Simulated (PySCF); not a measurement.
# One molecule, several mistakes: C2GeH7Si cation

Calculated results; nothing here was measured. They come from PySCF 2.14.0, an open-source quantum chemistry program, on an isolated molecule that a program drew, which may never have been made. The molecule is C2GeH7Si cation (charge +1, singlet), drawn as the SMILES string `[CH2]=[GeH][SiH+]C`.

Each row is a Hartree-Fock (HF) and frozen-core CCSD(T) single point in the cc-pV(D+d)Z basis, meant for a local HF minimum. Run 1 is clean. Each other run has one planted mistake out of seven kinds, and not every kind appears here: one electron removed, one electron added, multiplicity raised by two, geometry at a saddle point, minimal basis STO-3G, one bond length entered in bohr, all coordinates scaled. The reference is restricted for singlets and unrestricted otherwise, and also for a bond in bohr. Adding or removing an electron swaps singlet and doublet. Electrons count all cores. HOMO and LUMO are orbital energies over both spins, the gradient is its largest component, and the lowest frequency (negative if imaginary) is given only where the gradient is small. Bond lengths are over the 10 bonds as drawn. T1 is the CCSD diagnostic: over 0.02 (restricted) or 0.045 (unrestricted) a single reference is doubtful. Germanium has the cc-pVDZ-PP basis, with a core potential (ECP10MDF) in place of its 10 inner electrons, and its 3s, 3p and 3d shells are frozen in CCSD(T).

Geometry of the clean run:
```xyz
11
C2GeH7Si cation, angstrom
C     1.6393   -1.1921   -3.2011
Ge    0.0203   -0.7817   -2.5735
Si    0.1012   -0.3031   -0.3109
C     1.6346   -0.3406    0.7092
H     1.8163   -1.4482   -4.2401
H     2.5133   -1.2007   -2.5614
H    -1.2734   -0.7287   -3.3364
H    -1.1248    0.0612    0.4116
H     1.7794    0.6478    1.1587
H     2.5226   -0.6156    0.1426
H     1.4903   -1.0506    1.5308
```

| run | electrons | basis functions | <S^2> | HOMO (eV) | LUMO (eV) | gradient (hartree/bohr) | lowest frequency (cm^-1) | mean bond (Å) | longest bond (Å) | T1 | HF (hartree) | CCSD(T) (hartree) | mistake |
|---|---|---|---|---|---|---|---|---|---|---|---|---|---|
| 1 | 64 | 109 | 0.000 | -13.09 | -5.31 | 2.7e-05 | 77 | 1.4359 | 2.314 | 0.0178 | -661.80538 | -662.34016 | no fault |
| 2 | 64 | 109 | 0.000 | -13.68 | -5.27 | 5.6e-02 | - | 1.3498 | 2.175 | 0.0156 | -661.76163 | -662.28296 | all coordinates scaled |
| 3 | 63 | 109 | 0.756 | -21.26 | -11.70 | 5.8e-02 | - | 1.4359 | 2.314 | 0.0143 | -661.36596 | -661.84152 | one electron removed |
| 4 | 64 | 109 | 1.398 | -13.30 | -5.15 | 3.3e-02 | - | 1.5334 | 2.314 | 0.0712 | -661.69800 | -662.20612 | one bond length entered in bohr |
| 5 | 65 | 109 | 1.102 | -7.18 | 2.02 | 3.7e-02 | - | 1.4359 | 2.314 | 0.0370 | -662.04410 | -662.57545 | ? |
| 6 | 64 | 109 | 2.018 | -12.52 | -5.63 | 5.5e-02 | - | 1.4359 | 2.314 | 0.0123 | -661.79995 | -662.29034 | ? |

**Which mistake was planted in run 5, and what did it cost?**

It counts 65 electrons, one more than the clean run, at the same geometry and basis. So the mistake is: one electron added. Subtracting run 1 and multiplying by 627.51 kcal/mol a hartree, the energy moved by -149.8 kcal/mol in HF and -147.6 kcal/mol in CCSD(T).

**Which mistake was planted in run 6, and what did it cost?**

Electrons, basis and geometry are unchanged, and <S^2> is 2.018, beside S(S+1) = 2.00 for a multiplicity of 3. So the mistake is: multiplicity raised by two. Subtracting run 1 and multiplying by 627.51 kcal/mol a hartree, the energy moved by 3.4 kcal/mol in HF and 31.3 kcal/mol in CCSD(T).

Cautions from the logs. Run 4: T1 is over the limit, so its CCSD(T) energy is less reliable.
